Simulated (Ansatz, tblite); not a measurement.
Spin states of [ReNF4]2- (ReNF₄²⁻), formally d², each relaxed with PBE0-D4/def2-SVPD in Ansatz. Electronic energies in the gas phase.

In the def2 sets Re takes a core potential; there is no spin–orbit coupling. The xTB rows come from tblite. B3LYP takes the VWN-RPA correlation. A multiply charged anion in the gas phase is held together partly by the finite basis. Removing one electron lowers the energy by 3.19 eV at PBE0-D4/def2-TZVPD, so it isn't bound.

Singlet geometry (C4v within 0.1 Å):

```xyz
6

Re   -0.067    0.125   -0.095
N    -0.713    1.340   -1.011
F     0.323    0.832    1.773
F     1.958    0.148   -0.286
F     0.067   -1.564   -1.220
F    -1.568   -0.881    0.839
```

Triplet geometry (C2v within 0.1 Å):

Cartesian coordinates in Å:
```
Re -0.0678 0.2563 -0.1337
N -0.4507 1.7040 -0.8885
F -1.5534 0.2848 1.1997
F 1.1426 -0.3054 1.4915
F 1.5257 -0.1804 -1.2541
F -0.5964 -1.7594 -0.4149
```

Run but left out: HF/def2-TZVPD (triplet: ⟨S²⟩ 2.61, where a pure state has 2.00).

Only these spin states were relaxed.

```json
{"level": "GFN1-xTB", "triplet − singlet (kcal/mol)": "27.4", "lowest of these": "singlet", "remarks": "–"}
{"level": "GFN2-xTB", "triplet − singlet (kcal/mol)": "27.9", "lowest of these": "singlet", "remarks": "–"}
{"level": "LDA (SPW92)/def2-TZVPD", "triplet − singlet (kcal/mol)": "8.0", "lowest of these": "singlet", "remarks": "HOMO above zero (singlet), HOMO above zero (triplet), restricted, untested (singlet)"}
{"level": "PBE-D4/def2-TZVPD", "triplet − singlet (kcal/mol)": "4.2", "lowest of these": "singlet", "remarks": "HOMO above zero (singlet), HOMO above zero (triplet)"}
{"level": "revPBE-D4/def2-TZVPD", "triplet − singlet (kcal/mol)": "3.5", "lowest of these": "singlet", "remarks": "HOMO above zero (singlet), HOMO above zero (triplet), restricted, untested (singlet)"}
{"level": "r2SCAN-D4/def2-TZVPD", "triplet − singlet (kcal/mol)": "1.8", "lowest of these": "singlet", "remarks": "HOMO above zero (singlet), HOMO above zero (triplet)"}
{"level": "B97M-V/def2-TZVPD", "triplet − singlet (kcal/mol)": "7.7", "lowest of these": "singlet", "remarks": "HOMO above zero (singlet), HOMO above zero (triplet)"}
{"level": "B3LYP-D4/def2-TZVPD", "triplet − singlet (kcal/mol)": "8.3", "lowest of these": "singlet", "remarks": "HOMO above zero (singlet), HOMO above zero (triplet)"}
{"level": "PBE0-D4/def2-TZVPD", "triplet − singlet (kcal/mol)": "6.0", "lowest of these": "singlet", "remarks": "HOMO above zero (singlet), HOMO above zero (triplet)"}
```

| state | donor atoms | mean metal–ligand distance (Å) | range (Å) | Mulliken spin on the metal (PBE0) |
| --- | --- | --- | --- | --- |
| singlet | 5 | 1.958 | 1.65–2.03 | 0 |
| triplet | 5 | 1.975 | 1.68–2.10 | 2.36 |

⟨S²⟩ at PBE0-D4/def2-TZVPD: singlet 0.00 (pure 0.00), triplet 2.03 (pure 2.00).

Change of the triplet − singlet gap on mixing in exact exchange, in kcal/mol: PBE to PBE0 (25 % exact exchange) 1.8.

The xTB methods have no term that favours high spin, so they put low spin too low.
